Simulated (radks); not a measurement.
Question: All-electron atom: the calcium ion Ca1.5+ in [Ne] 3s2 3p(up 3, down 2.5) 4s1 (fractional occupations, a model configuration). All-electron calculation, scalar-relativistic Kohn-Sham, r2SCAN, spin-polarised, spherical densities, finite nucleus; open shells are filled with parallel spins first; meta-GGA in the generalised Kohn-Sham scheme; Fermi nuclear charge, rms radius 3.4776 fm. Program: a radial shooting solver on a logarithmic mesh with Libxc functionals. Some entries of the table are withheld. Estimate them.

orbital,occ.,eigenvalue (Ry),<r> (bohr),<r^2> (bohr^2)
1s up,1,-292.8128,0.07686,0.007948
1s down,1,-292.7936,0.07685,0.007947
2s up,1,-32.12635,0.3630,0.1561
2s down,1,-32.11699,0.3630,0.1560
2p up,3,(1),0.3272,0.1324
2p down,3,(2),0.3272,0.1324
3s up,1,-4.69131,1.141,1.497
3s down,1,-4.61710,1.145,1.509
3p up,3,(3),1.240,1.805
3p down,2.5,(4),1.241,1.804
4s up,1,-0.99169,3.303,12.24

Answer: 
(1) 2p up eigenvalue (Ry): -26.10864
(2) 2p down eigenvalue (Ry): -26.08965
(3) 3p up eigenvalue (Ry): -3.20056
(4) 3p down eigenvalue (Ry): -3.12828
